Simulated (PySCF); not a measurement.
Cl3OSi, SMILES [O][Si](Cl)(Cl)Cl (connectivity only; charge and spin as stated), charge -1, multiplicity 1.

The structure is a stationary point at B3LYP-D3(BJ)/def2-SVPD. The multiplicity is an assumed one; other spin states were not compared. The isomer is the one that the SMILES or the coordinates give; other isomers of the formula were not compared.

Computed with B3LYP/def2-SVPD in PySCF.

Symmetry labels are those of the subgroup Cs that the program uses (full group C3v).

Computed valence orbital energies around the gap with their symmetry:
| orbital | symmetry | energy (eV) |
|---|---|---|
| HOMO−7 | A' | -5.29 |
| HOMO−6 | A" | -5.29 |
| HOMO−5 | A' | -4.67 |
| HOMO−4 | A" | -4.67 |
| HOMO−3 | A' | -4.64 |
| HOMO−2 | A" | -4.38 |
| HOMO−1 | A' | -3.13 |
| HOMO | A" | -3.13 |
| LUMO | A' | 3.07 |
| LUMO+1 | A' | 4.27 |
| LUMO+2 | A" | 4.27 |
| LUMO+3 | A' | 4.45 |
